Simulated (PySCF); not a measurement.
**[PmF2]+ at several levels of theory**

Computed with PySCF 2.14.0 (density fitting, no spin-orbit coupling) at the geometry relaxed with PBE0:

```xyz
3
[PmF2]+ (singlet in the valence; each metal's 4f electrons, 4 of them, lie in its core potential, out of spins and levels)
Pm    0.0000    0.0000   -0.3674
F     1.6128    0.0000    0.7859
F    -1.6128    0.0000    0.7859
```

```
level                                    basis    state  HOMO (eV)  gap (eV)  charge on Pm1 (e)  population of f-type functions on Pm1 (polarisation alone where 4f lies in the core)  dipole about the centre of mass (D)  largest force component (eV/Å)
 PBE0    Pm lcecp-1-SVP with ECP50, F def2-SVP  singlet     -15.98      8.24               1.67                                                                                  0.10                                 6.45                            0.00
 TPSS                                 the same  singlet     -14.16      5.93               1.59                                                                                  0.10                                 6.10                            0.54
 PBE0  Pm lcecp-1-TZVP with ECP50, F def2-TZVP  singlet     -16.02      8.36               1.85                                                                                  0.12                                 6.50                            0.25
```

In the lcecp rows the 4f levels are missing from HOMO and gap, and the state counts the valence alone.

Charges are Mulliken's, which hang on the basis. The relaxation used the grid (50, 194), these runs (75, 302) or, all-electron (x2c bases, spin-free X2C Hamiltonian), (99, 590).

Problem. What does revPBE with Pm lcecp-1-SVP with ECP50, F def2-SVP give here?

Solution. state singlet, HOMO (eV) -14.03, gap (eV) 5.61, charge on Pm1 (e) 1.53, population of f-type functions on Pm1 (polarisation alone where 4f lies in the core) 0.10, dipole about the centre of mass (D) 5.94, largest force component (eV/Å) 0.65. Time: 2.2 s on 2 threads of Arm Neoverse V1, with other jobs on the host, from an already converged density.

In the first row's basis the gap widens with exact exchange: 5.6 to 5.9 eV for revPBE, TPSS (none); 8.2 eV for PBE0 (a fixed share).

An lcecp potential fixes the number of 4f electrons, so in runs with it no electron can move into or out of that shell.
